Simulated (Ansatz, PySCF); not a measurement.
F2H3NOSn. Atoms are numbered in the order given.

```xyz
8

N      1.9902     0.2600    -0.4460
Sn     0.0156     0.0102    -0.0073
O     -0.9798     1.6568    -0.4944
F     -0.3635    -0.4842     1.8475
F     -0.7184    -1.5111    -0.9754
H      2.2519     1.2271    -0.2003
H      2.5486    -0.3580     0.1620
H     -1.9375     1.5051    -0.3650
```
Charge 0, spin multiplicity 1.

Geometry: PBE-D3(BJ)/def2-SVP. A frequency run showed that this geometry is not a minimum. The structure was generated by enumeration; whether it is a known compound was not checked. The def2 effective core potentials stand for the cores of Sn; spin–orbit coupling is left out. One conformer was computed; it need not be the lowest.

Vertical ionisation energy (IE) and electron affinity (EA) in eV. Rows of orbital energies are one-electron estimates. Where ΔSCF, EOM or ADC give a negative EA the extra electron is unbound and the value depends on the basis.

```csv
level,IE,EA
"−ε(HOMO), −ε(LUMO), PBE0/def2-TZVP (PySCF)",8.94,2.50
"−ε(HOMO), −ε(LUMO), PBE/def2-TZVP (PySCF)",7.40,3.46
"ΔSCF, CAM-B3LYP/def2-SVPD (Ansatz), final states of multiplicity 2 and 2",11.48,0.88
"ΔSCF, PBE/def2-SVPD (Ansatz), final states of multiplicity 2 and 2",[?],[?]
```

Problem. Complete the blanks. (An estimate is asked for; the answer gives what the named calculation found.)

Solution. 
- ΔSCF, PBE/def2-SVPD (Ansatz, a quantum-chemistry and plane-wave program), final states of multiplicity 2 and 2, IE: 10.86
- ΔSCF, PBE/def2-SVPD (Ansatz), final states of multiplicity 2 and 2, EA: 0.94

Problem. What vertical singlet–triplet gap does ΔSCF give with CAM-B3LYP/def2-SVPD (Ansatz) and with PBE/def2-SVPD (Ansatz)? (An estimate is asked for; the answer gives what the named calculation found.)

Solution. 4.67 and 4.15 eV (triplet above singlet where positive).
